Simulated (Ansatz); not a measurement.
C₂H₆GaNO₃, SMILES `CC#[N+][Ga-]([OH])([OH])[OH]`, relaxed with RKS PBE0-D4/def2-TZVP in Ansatz 0.2.0 from a PBE-D4/def2-SVP geometry. The force threshold is 0.005 eV/Å; the program also tests the step.

Total charge 0; spin multiplicity 1.

Start:

```xyz
13

C    -1.343   -2.410   -1.192
C    -0.686   -1.258   -0.604
N    -0.159   -0.333   -0.133
Ga    0.793    1.419    0.703
O     2.340    0.649    1.272
O    -0.465    1.829    1.953
O     0.851    2.428   -0.810
H    -1.118   -2.463   -2.276
H    -0.986   -3.340   -0.706
H    -2.440   -2.332   -1.056
H     2.340    0.633    2.247
H    -0.909    2.655    1.690
H     1.781    2.523   -1.087
```

```
         step  energy (eV)  largest force (eV/Å)  largest move (Å)
            1  -62169.8570                 2.219             0.000
            2  -62169.9305                 0.301             0.030
            3  -62169.9385                 0.097             0.017
            4  -62169.9404                 0.032             0.007
            5  -62169.9409                 0.017             0.017
            6  -62169.9410                 0.006             0.010
            7  -62169.9410                 0.005             0.008
            8  -62169.9411                 0.006             0.016
            9  -62169.9411                 0.018             0.029
           10  -62169.9411                 0.016             0.007
           11  -62169.9412                 0.023             0.036
           12  -62169.9412                 0.022             0.013
           13  -62169.9413                 0.026             0.027
           14  -62169.9413                 0.023             0.015
15 (rejected)  -62169.9412                 0.049             0.014
           16  -62169.9413                 0.001             0.007
           17  -62169.9414                 0.006             0.024
18 (rejected)  -62169.9411                 0.077             0.068
           19  -62169.9414                 0.004             0.018
20 (rejected)  -62169.9412                 0.073             0.070
           21  -62169.9414                 0.003             0.015
           22  -62169.9415                 0.022             0.037
           23  -62169.9415                 0.009             0.004
           24  -62169.9415                 0.004             0.012
```

End:

```xyz
13

C    -1.323   -2.389   -1.174
C    -0.681   -1.229   -0.604
N    -0.172   -0.312   -0.153
Ga    0.776    1.401    0.689
O     2.268    0.610    1.316
O    -0.492    1.861    1.882
O     0.921    2.397   -0.805
H    -1.334   -2.304   -2.261
H    -0.777   -3.289   -0.887
H    -2.349   -2.457   -0.807
H     2.274    0.571    2.274
H    -0.942    2.669    1.628
H     1.832    2.470   -1.097
```

Hardware: 4 threads of an Arm Neoverse V1 on a shared host. Wall time 3.3 min, peak host memory 0.93 GiB.
